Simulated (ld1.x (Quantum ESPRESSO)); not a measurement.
**Tl: RRKJ pseudisation with PBEsol, scalar-relativistic reference atom.**

ld1.x (Quantum ESPRESSO) 7.5 input, shortened:

```
&input
   title='Tl', zed=81., rel=1, dft='PBESOL', iswitch=3,
   config='[Xe] 4f14 5d10 6s2 6p1'
 /
 &inputp
   pseudotype=2, tm=.false., lloc=-1, rcloc=0.95,
   nlcc=.false.
 /
3
5S  1  0   2.00   0.00  1.25  1.25  0.0
5P  2  1   6.00   0.00  1.30  1.30  0.0
5D  3  2  10.00   0.00  1.80  1.80  0.0
 &test
   configts(1)='5s2 5p6 5d10 6s2 6p1'
 /
```

Occupied shells without a wave of their own: 6p, 6s. They enter only through the test configuration that unscreens the potential.

Poles of the logarithmic derivatives, all-electron (AE) and pseudo (PS). s: poles at -9.5 (AE) and -9.9, 4.7 (PS) Ry. p: poles at -5.3 (AE) and -5.7, 4.6 (PS) Ry. d: poles at -0.1 (AE) and -0.5 (PS) Ry. Test radius 1.94 bohr.

- Configuration tests: no test is counted, since the test run did not reproduce the reference configuration

A Bessel basis up to 400 Ry misses an occupied level by 0.49 Ry, so cutoffs and ghosts were not judged. The potential misses its own reference levels by up to 5.4 eV, so it is not fit for use.
